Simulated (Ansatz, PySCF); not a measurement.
InH2, SMILES [InH2], multiplicity 2. Atoms are numbered in the order given.

```xyz
3

In     0.0000     0.0000    -0.0737
H      0.0000     1.5358    -0.9598
H      0.0000    -1.5358    -0.9598
```
Charge 0, spin multiplicity 2.

Geometry optimised at B3LYP-D3(BJ)/def2-TZVPD. The def2 effective core potentials stand for the cores of In; spin–orbit coupling is left out.

Two levels are set side by side: PBE-D3(BJ)/def2-TZVPD (Ansatz, a first-principles code) and B3LYP-D3(BJ)/def2-TZVPD (Ansatz). Each level has its own optimised geometry; the coordinates shown are those of the second. Frequencies come from the Hessian of PySCF at each geometry. Differences are taken from unrounded values.

```csv
quantity,B3LYP-D3(BJ),PBE-D3(BJ),PBE-D3(BJ) minus B3LYP-D3(BJ)
mean bond length (Å),1.773,1.780,0.007
bond In1–H2 (Å),1.773,1.780,0.007
bond In1–H3 (Å),1.773,1.780,0.007
highest harmonic wavenumber (cm⁻¹),1631,1598,-34
mean harmonic wavenumber (cm⁻¹),1263,1232,-31
zero-point energy (kcal/mol),5.42,5.28,-0.13
```

GGA bonds tend to be longer and softer than those of functionals with exact exchange. Differences between two approximate levels are no errors against the true value.
